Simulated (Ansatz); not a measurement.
```yaml
atoms:
  - { symbol: C, position_ang: [1.0752, 0.0000, 0.1274] }
  - { symbol: C, position_ang: [0.0000, 1.0752, -0.1274] }
  - { symbol: C, position_ang: [-1.0752, 0.0000, 0.1274] }
  - { symbol: C, position_ang: [0.0000, -1.0752, -0.1274] }
  - { symbol: H, position_ang: [1.4044, 0.0000, 1.1786] }
  - { symbol: H, position_ang: [1.9711, 0.0000, -0.5125] }
  - { symbol: H, position_ang: [0.0000, 1.4044, -1.1786] }
  - { symbol: H, position_ang: [0.0000, 1.9711, 0.5125] }
  - { symbol: H, position_ang: [-1.9711, 0.0000, -0.5125] }
  - { symbol: H, position_ang: [-1.4044, 0.0000, 1.1786] }
  - { symbol: H, position_ang: [0.0000, -1.9711, 0.5125] }
  - { symbol: H, position_ang: [0.0000, -1.4044, -1.1786] }
```

Basis set: cc-pVDZ (spherical functions). Left uncorrelated: 4 orbitals. Charge 0, multiplicity 1.

Computed with Ansatz (development build ahead of 0.2.0); each method stands on the lowest determinant of its kind that the runs found. Restricted open shells among the atoms or ions are ROHF, correlated in semicanonical orbitals with singles.

Problem. Give the atomization energy at this shape (free ground-state atoms in the same class of orbitals less the molecule, no zero-point energy) of singlet C4H8 by RHF-MP2, RHF.

Solution.

```
 method  atomization energy
RHF-MP2    1085.72 kcal/mol
    RHF     867.86 kcal/mol
```
